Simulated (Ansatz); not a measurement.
Relaxation of C2H4AlN (8 atoms, charge 0, multiplicity 1), to a largest force component of 0.02 eV/Å in at most 50 steps.

The calculation used RKS PBE-D4/def2-SVP in Ansatz.

```xyz
8
Properties=species:S:1:pos:R:3:forces:R:3
C -0.187 1.869 0.190 -1.35 6.17 -1.97
C 0.024 0.701 0.582 1.35 -6.84 2.30
N 0.250 -0.474 0.964 -0.39 0.52 -2.01
Al 0.280 -1.924 -0.256 -0.15 0.71 0.93
H -0.495 2.086 -0.873 0.25 -0.26 0.75
H -0.191 2.755 0.874 0.10 -0.51 -0.31
H -0.154 -1.669 -1.776 0.07 0.20 0.10
H 0.566 -3.401 0.239 0.11 0.00 0.20
```

Q: Where does it end, and by what steps?

A: It converged. The force dipped under the threshold on the way, but the program's further checks kept it going. After 13 steps the energy has fallen by 0.804 eV; N3 moved furthest, 1.06 Å.

| step | energy less start (eV) | largest force component (eV/Å) | accepted |
| --- | --- | --- | --- |
| 0 | 0.0000 | 6.837 | yes |
| 1 | -0.3283 | 2.129 | yes |
| 2 | -0.4097 | 0.987 | yes |
| 3 | -0.5555 | 0.674 | yes |
| 4 | -0.6509 | 0.483 | yes |
| 5 | -0.7201 | 1.049 | yes |
| 6 | -0.7772 | 0.212 | yes |
| 7 | -0.7991 | 0.026 | yes |
| 8 | -0.8038 | 0.011 | yes |
| 9 | -0.8040 | 0.018 | yes |
| 10 | -0.8025 | 0.076 | no |
| 11 | -0.8040 | 0.015 | yes |
| 12 | -0.8040 | 0.021 | no |
| 13 | -0.8041 | 0.013 | yes |

```xyz
8
Properties=species:S:1:pos:R:3
C -0.217 2.096 0.371
C -0.075 0.794 0.137
N 0.055 -0.395 -0.077
Al 0.245 -2.149 -0.392
H -0.551 2.770 -0.430
H -0.003 2.507 1.369
H -0.093 -2.642 -1.865
H 0.732 -3.038 0.832
```

Whether the end is a true minimum wasn't checked by a vibrational analysis.

Time of the run: 49 s on 1 thread of Arm Neoverse N1 (shared host), peak memory 0.13 GiB.
